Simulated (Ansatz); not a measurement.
The cluster Ru₅⁺, relaxed as a doublet with UKS PBE-D4/def2-SVP in Ansatz, starting from the GFN2-xTB geometry. Force threshold 0.02 eV/Å.

In the def2 sets Ru takes a core potential; there is no spin–orbit coupling. At PBE0-D4/def2-TZVP a sextet of charge 1 lies 0.06 eV below the doublet, each at its own geometry. The structure comes from a short search, and lower isomers may exist.

Start:

```xyz
5

Ru    0.527   -1.509   -2.008
Ru    0.802    0.572   -0.860
Ru    0.310    1.890    0.942
Ru   -0.598   -1.160    0.075
Ru   -1.042    0.206    1.852
```

(1) Estimate the energy that the relaxation releases and the steps that it takes.

(2) Does the start keep its bonding and symmetry?

(3) Predict the relaxed structure.

Answers

(1) 48.6 kcal/mol, in 26 steps; 5 min on 4 threads of Arm Neoverse N1 on a shared host. The force fell under the threshold at step 4, but the optimiser went on and released 1.960 eV more. No frequencies were taken in this run, so the end may be a saddle point.

(2) Bonds formed: Ru1–Ru3, Ru1–Ru5 (atoms count from 1). Point group C2v at the start, C4v at the end, both within 0.05 Å.

(3) 
```xyz
5

Ru    1.078   -1.047   -0.324
Ru   -0.071    0.916   -1.373
Ru    0.859    1.239    0.675
Ru   -1.398   -0.716   -0.513
Ru   -0.468   -0.392    1.535
```
Bond lengths (bridged metal pairs left out): 10 × Ru–Ru 2.27 to 3.21 Å.
